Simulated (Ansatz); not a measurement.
Question: Name a neutral molecule of F, Sc with HOMO–LUMO gap (ωB97M-V/def2-TZVPP) between 12.65 and 12.95 eV and size of the dipole moment (B3LYP/def2-TZVPP) between 0.00 and 0.30 D (Ansatz, PBE0-D4/def2-TZVP geometry).

Answer: `[F][Sc]([F])[F]` (12.72 eV, 0.00 D). Other molecules can fit too; these were computed, each in one conformer that needn't be the lowest.

B3LYP here is the variant with VWN-RPA as its local correlation; programs differ in this.
